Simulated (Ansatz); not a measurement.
Input for Ansatz (an electronic-structure program): R-BLYP/def2-TZVPP on C5H12 (SMILES CCCCC).

Ansatz 0.2 input:
```yaml
crystal:
  periodic: [false, false, false]
  atoms:
    - {symbol: C, position_ang: [1.75353208, -0.81280588, 0.77963348]}
    - {symbol: C, position_ang: [1.06610985, -0.24076110, -0.45820902]}
    - {symbol: C, position_ang: [0.18513745, 0.97967270, -0.17344997]}
    - {symbol: C, position_ang: [-0.97142360, 0.74180279, 0.80248197]}
    - {symbol: C, position_ang: [-1.96737215, -0.31874957, 0.33841973]}
    - {symbol: H, position_ang: [1.03193610, -1.20243309, 1.49993986]}
    - {symbol: H, position_ang: [2.42518379, -1.63114530, 0.51391553]}
    - {symbol: H, position_ang: [2.34572744, -0.04739069, 1.28799505]}
    - {symbol: H, position_ang: [1.82665126, 0.04695491, -1.18971636]}
    - {symbol: H, position_ang: [0.47122666, -1.02269521, -0.93853082]}
    - {symbol: H, position_ang: [-0.22441572, 1.34611751, -1.12072605]}
    - {symbol: H, position_ang: [0.81600947, 1.78435810, 0.21876103]}
    - {symbol: H, position_ang: [-1.49861201, 1.68889672, 0.94874278]}
    - {symbol: H, position_ang: [-0.57647365, 0.46577085, 1.78423391]}
    - {symbol: H, position_ang: [-2.80859977, -0.39773809, 1.02943230]}
    - {symbol: H, position_ang: [-1.50589142, -1.30554795, 0.27047937]}
    - {symbol: H, position_ang: [-2.36872578, -0.07430667, -0.64857072]}
basis:
  gaussian:
    orbitals: def2-TZVPP
hamiltonian:
  xc: {name: BLYP}
scf: {lower_state_search: off}
```

The head of its log:

```
WARN ansatz: RAYON_NUM_THREADS=1 ignored (pool sized by the plan → 1); use --threads N
Functional definition: BLYP
these checks for a lower state are left out or cut short: stability, starts, cluster_reference, orbital_swaps, neighbouring_geometries, increment
integrals: 0.28 GiB planned
1608 factors; their error is unknown
mean field: 2.17 GiB planned
mean field evaluation 1: about -5355.7412 eV, gradient 1.0e2 eV
mean field evaluation 2: about -5298.9675 eV, gradient 1.7e2 eV
```

What total energy does the run end on?

-197.7042 hartree.
